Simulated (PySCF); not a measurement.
C3H5 (SMILES C=C[CH2-]), charge -1, singlet, at a GFN2-xTB geometry (in this run its highest filled SCF level lies above zero, so its values depend strongly on the basis, on diffuse functions most of all); PySCF with M062X/6-31G*.

Here is a job for PySCF.
```python
from pyscf import gto, scf, dft

mol = gto.Mole()
mol.atom = '''
    C     1.249129   -0.000818   -0.143957
    C    -0.043761    0.376789    0.127233
    H     1.496123   -0.995999   -0.495123
    H     2.083556    0.681632   -0.018615
    H    -0.164016    1.412188    0.476863
    C    -1.209058   -0.344200    0.027453
    H    -2.172834    0.087060    0.278184
    H    -1.220689   -1.375508   -0.305679
'''
mol.basis = '6-31g*'
mol.charge = -1
mol.spin = 0
mol.verbose = 4
mol.build()

mf = dft.RKS(mol)
mf.xc = 'm062x'
mf.kernel()
mf.analyze()
```

### Question
What does PySCF print? Leave out banner, timings and long lists.

### Answer

```
PySCF version 2.14.0

[INPUT] verbose = 4
[INPUT] num. atoms = 8
[INPUT] num. electrons = 24
[INPUT] charge = -1
[INPUT] spin (= nelec alpha-beta = 2S) = 0
[INPUT] symmetry False subgroup None
[INPUT] Mole.unit = angstrom
[INPUT] Symbol           X                Y                Z      unit          X                Y                Z       unit  Magmom
[...]
nuclear repulsion = 64.9432586883465
number of shells = 28
number of NR pGTOs = 101
number of NR cGTOs = 52
basis = 6-31g*
ecp = {}

******** <class 'pyscf.dft.rks.RKS'> ********
method = RKS
initial guess = minao
damping factor = 0
level_shift factor = 0
DIIS = <class 'pyscf.scf.diis.CDIIS'>
diis_start_cycle = 1
diis_space = 8
diis_damp = 0
SCF conv_tol = 1e-09
SCF conv_tol_grad = None
SCF max_cycles = 50
direct_scf = True
direct_scf_tol = 1e-13
XC library pyscf.dft.libxc version 7.1.2
    S. Lehtola, C. Steigemann, M. J. T. Oliveira, and M. A. L. Marques,  SoftwareX 7, 1–5 (2018)
XC functionals = m062x
    Y. Zhao and D. G. Truhlar,  Theor. Chem. Acc. 120, 215 (2008)
    Y. Zhao and D. G. Truhlar,  Theor. Chem. Acc. 120, 215 (2008)
radial grids:
    Treutler-Ahlrichs [JCP 102, 346 (1995); DOI:10.1063/1.469408] (M4) radial grids

becke partition: Becke, JCP 88, 2547 (1988); DOI:10.1063/1.454033
pruning grids: <function nwchem_prune>
grids dens level: 3
symmetrized grids: False
atomic radii adjust function: <function treutler_atomic_radii_adjust>
small_rho_cutoff = 0
Set gradient conv threshold to 3.16228e-05
Initial guess from minao.
tot grids = 91400
init E= -117.443615136779
[...]
cycle= 1 E= -117.091489985711  delta_E= 0.352  |g|= 0.513  |ddm|= 2.47
[...]
cycle= 2 E= -117.120331083954  delta_E= -0.0288  |g|= 0.429  |ddm|=  1.2
[...]
cycle= 3 E= -117.17063102271  delta_E= -0.0503  |g|= 0.0159  |ddm|= 0.499
[...]
cycle= 4 E= -117.170682410807  delta_E= -5.14e-05  |g|= 0.012  |ddm|= 0.0295
[...]
cycle= 5 E= -117.170716208056  delta_E= -3.38e-05  |g|= 0.00145  |ddm|= 0.0109
[...]
cycle= 6 E= -117.170716783607  delta_E= -5.76e-07  |g|= 0.000206  |ddm|= 0.00161
[...]
cycle= 7 E= -117.170716795499  delta_E= -1.19e-08  |g|= 3.67e-05  |ddm|= 0.000402
[...]
cycle= 8 E= -117.170716795927  delta_E= -4.28e-10  |g|= 6.48e-06  |ddm|= 7.41e-05
[...]
Extra cycle  E= -117.170716795932  delta_E= -5.23e-12  |g|= 5.47e-06  |ddm|= 1.28e-05
converged SCF energy = -117.170716795932
**** SCF Summaries ****
Total Energy =                        -117.170716795932208
Nuclear Repulsion Energy =              64.943258688346532
One-electron Energy =                 -290.611563487809406
Two-electron Energy =                  108.497588003530680
Two-electron Coulomb Energy =          126.817345422335848
DFT Exchange-Correlation Energy =      -18.319757418805168
HOMO-LUMO gap [eV] =                     8.059164678075787
**** MO energy ****
[...]
 ** Mulliken pop on meta-lowdin orthogonal AOs  **
 ** Mulliken pop  **
 ** Mulliken atomic charges  **
charge of    0C =     -0.55597
charge of    1C =     -0.07198
charge of    2H =      0.03876
charge of    3H =      0.03320
charge of    4H =      0.03995
charge of    5C =     -0.55594
charge of    6H =      0.03319
charge of    7H =      0.03879

WARN: System has nonzero charge -1; the dipole moment is origin-dependent.
Location of origin: [0. 0. 0.]

Dipole moment(X, Y, Z, Debye): -0.07569,  0.65003,  0.21958
```
